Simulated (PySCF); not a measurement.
Property card for `CC(=O)CP([SiH3])C[SiH3]`

C₄H₁₃OPSi₂.
Atom-mapped SMILES: `[CH3:1][C:2](=[O:3])[CH2:4][P:5]([SiH3:6])[CH2:7][SiH3:8]` (hydrogens: H9, H10, H11 on C1; H12, H13 on C4; H14, H15, H16 on Si6; H17, H18 on C7; H19, H20, H21 on Si8)

Some functional groups and rings: ketone, Si–H bond and C–Si bond.

From PBE0-D3(BJ)/def2-SVP geometry optimisation, gas phase (PySCF):

```
Point group                  : C1
Rotational constants A, B, C : 2.228, 0.598, 0.501 GHz
```

**B3LYP/def2-SVPD ground state, ΔSCF and vertical TDDFT (core frozen in the response) (PySCF)**

```
Dipole moment                                                     : 3.87 D
HOMO energy                                                       : -6.51 eV
LUMO energy                                                       : -1.23 eV
HOMO–LUMO gap                                                     : 5.28 eV
Lowest singlet excitation                                         : 4.31 eV (287 nm, f = 0.003)
Strongest line among the 10 lowest singlet transitions            : S5 at 6.20 eV (200 nm, f = 0.090)
Lowest triplet excitation (Tamm–Dancoff)                          : 3.90 eV
Static isotropic polarisability                                   : 138.0 au
Vertical ionisation energy                                        : 8.46 eV
Electronic spatial extent ⟨r²⟩ about the centre of nuclear charge : 2299 bohr²
```

From PBE0/pcSseg-1 ground state and GIAO shieldings, non-relativistic (PySCF):

```
Lowest Hirshfeld atomic charge                              : -0.20 e on O3/C7
Highest Hirshfeld atomic charge                             : +0.30 e on Si8
13C chemical shifts (computed TMS as zero) by class         : 211.8 (C2), 47.1 (C4), 32.8 (C1), 1.4 (C7) ppm
1H chemical shifts (computed TMS as zero) by class          : 4.08 (H14/H15/H16), 3.91 (H19/H20/H21), 2.62 (H12/H13), 2.21 (H9/H10/H11), 0.58 (H17/H18) ppm
Isotropic shieldings of nuclei other than C and H, by class : -334 (O3), 407 (Si6), 421 (Si8), 452 (P5) ppm
Mayer bond orders between heavy atoms                       : C1–C2 1.02, C2–O3 1.97, C2–C4 0.94, C4–P5 0.92, P5–Si6 0.86, P5–C7 0.94, C7–Si8 0.89
```

Monoisotopic mass from the formula: 164.0243 u.

The 10 singlets span 4.31 to 6.63 eV, and their oscillator strengths add up to 0.29. The principal polarisabilities are 109.8, 137.8 and 166.3 au; their mean is the isotropic value. The vertical singlet–triplet gap S1 − T1 is 0.41 eV (TDDFT singlet less Tamm–Dancoff triplet; S1: HOMO→LUMO, weight 0.75; T1: HOMO−1→LUMO, weight 0.77). In atomic units the dipole is 1.52 e·bohr (1 au = 2.5417 D). The largest Löwdin shares of the HOMO are 0.57 on P5, 0.11 on Si6, 0.10 on C7 and 0.09 on C4. The polarisability is 20.44 Å³ as a volume (1 au = 0.148185 Å³), or 1.57 au for each of the 88 electrons.

 NMR classes are plain means over equivalent atoms (diastereotopic ones count apart unless rotation or inversion swaps them), as if these changed places fast; in this geometry the members of some classes differ.

For the TDDFT job (B3LYP/def2-SVPD), time: 3.1 min wall (with the writing of density and orbital grids); peak memory 1.1 GiB. Hardware: an AMD EPYC 9R45 with one thread, on a shared host.

Shape of the structure used: `[CH3:1][C:2](=[O:3])[CH2:4][P:5]([SiH3:6])[CH2:7][SiH3:8]`: C1–C2–C4–P5 147°, C2–C4–P5–Si6 61°, C4–P5–C7–Si8 170°.

One conformer stands for the species.
